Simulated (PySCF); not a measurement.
H8NSi3, SMILES [SiH2]N([SiH3])[SiH3], multiplicity 2.

Geometry: B3LYP-D3(BJ)/def2-SVP. The isomer is the one that the SMILES or the coordinates give; other isomers of the formula were not compared.

Two levels are set side by side: PBE/def2-TZVP (PySCF) and PBE0/def2-TZVP (PySCF). Same geometry, gas phase. Differences are taken from unrounded values.

```
quantity                     PBE0
---------------------------  ----
α-spin orbital gap (eV)      5.32
β-spin orbital gap (eV)      5.72
dipole moment (D)            0.28
mean polarisability (bohr³)  87.8
```

What does PBE give, and how far is it from PBE0? (The exact figures need the calculation; the answer reports its results.)


| quantity | PBE | PBE minus PBE0 |
|---|---|---|
| α-spin orbital gap (eV) | 3.35 | -1.98 |
| β-spin orbital gap (eV) | 3.61 | -2.11 |
| dipole moment (D) | 0.36 | 0.08 |
| mean polarisability (bohr³) | 91.6 | 3.8 |

Loosely held outer electrons make PBE densities more polarisable. Differences between two approximate levels are no errors against the true value.

Rough cost on one machine, each run with all the roots and properties that it gave: PBE0 against PBE within a factor of 2.
